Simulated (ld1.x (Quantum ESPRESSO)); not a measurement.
**Ti (Z = 22): one change to an RRKJ potential, before and after**

ld1.x (Quantum ESPRESSO) 7.5 input, shortened:

```
&input
   title='Ti', zed=22., rel=2, dft='PBE', iswitch=3,
   config='[Ar] 3d2 4s2 4p0', rel_dist='average'
 /
 &inputp
   pseudotype=2, tm=.false., lloc=0,
   nlcc=.true., new_core_ps=.true., rcore=1.15
 /
3
4P  2  1   0.00   0.00  3.85  3.85  0.0
3D  3  2   2.00   0.00  1.30  1.30  0.0
4S  1  0   2.00   0.00  2.15  2.15  0.0
 &test
   configts(1)='3d2 4s2 4p0'
 /
```

Open shells are filled in proportion to 2j + 1 (rel_dist='average').

All-electron outer shells of the reference configuration (PBE, scalar-relativistic, ld1.x):

```
shell  level (eV)  outermost node (bohr)  outermost maximum (bohr)
   3s      -62.63                   0.40                      0.87
   3p      -38.86                   0.37                      0.90
   4s       -4.47                   1.24                      2.92
   3d       -4.26                      –                      0.98
   4p       -1.47                   1.39                      3.80
```

Change: all radii but the core radius scaled by about 1.15 (s 2.46, p 4.42, d 1.50 bohr).

Cutoffs: the cutoffs (Ry, on a coarse ladder) from which the occupation-weighted sum of valence levels, in a spherical-Bessel basis at the reference potential, stays within 10 and 1 mRy of its value at 400 Ry; they do not see the model core or the augmentation charge, which bear on the density cutoff. Errors are all-electron minus pseudo energies relative to the spin-unpolarised reference configuration.

Task: What does the change do?

Result: The potential gets softer (90 Ry and 100 Ry → 70 Ry and 80 Ry); of the 7 tests that both files solve, the error grows in 3 and shrinks in 2 by more than 15 % and 0.3 meV (median size 33.9 → 40.4 meV); neither file shows a bound ghost. A larger radius leaves more room for a smooth pseudo-wave, so fewer plane waves are needed.

| quantity | base | changed |
| --- | --- | --- |
| cutoff, loose | 90 Ry | 70 Ry |
| cutoff, tight | 100 Ry | 80 Ry |
| loose cutoff by channel (10 mRy a level) | d 80 Ry, s 10 Ry | d 60 Ry, s 6 Ry |
| bound ghosts | none | none |
| error for 3d2 4s1 4p0, meV [ΔE 7.35 eV] | -3.0 | -5.3 |
| error for 3d2 4s0 4p0, meV [ΔE 20.92 eV] | -34 | -40 |
| error for 3d1 4s0 4p0, meV [ΔE 47.87 eV] | -656 | -553 |
| error for 3d1 4s2 4p0, meV [ΔE 9.74 eV] | -283 | -369 |
| error for 3d2 4s0 4p1, meV [ΔE 11.12 eV] | -24 | -23 |
| error for 3d1 4s2 4p1, meV [ΔE 4.67 eV] | -419 | -453 |
| error for 3d2 4s0 4p2, meV [ΔE 6.29 eV] | -24 | -18 |
